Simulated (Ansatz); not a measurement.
C4H6F2O (`FC1(F)CCOC1`), charge 0, multiplicity 1.

(1) Give a relaxed structure at PBE0-D4/def2-TZVP (Ansatz). (An estimate is asked.)

Results:

(1) Ansatz gave: 
```xyz
13

F    -1.225   -0.078   -1.833
C    -0.402    0.403   -0.865
F    -0.255    1.732   -1.127
C    -0.960    0.160    0.528
C     0.270   -0.324    1.282
O     1.004   -1.058    0.318
C     0.960   -0.300   -0.867
H    -1.419    1.061    0.934
H    -1.706   -0.633    0.466
H     0.865    0.522    1.655
H     0.046   -0.989    2.115
H     1.746    0.467   -0.882
H     1.075   -0.962   -1.725
```
This is one stationary point; other conformers may exist.
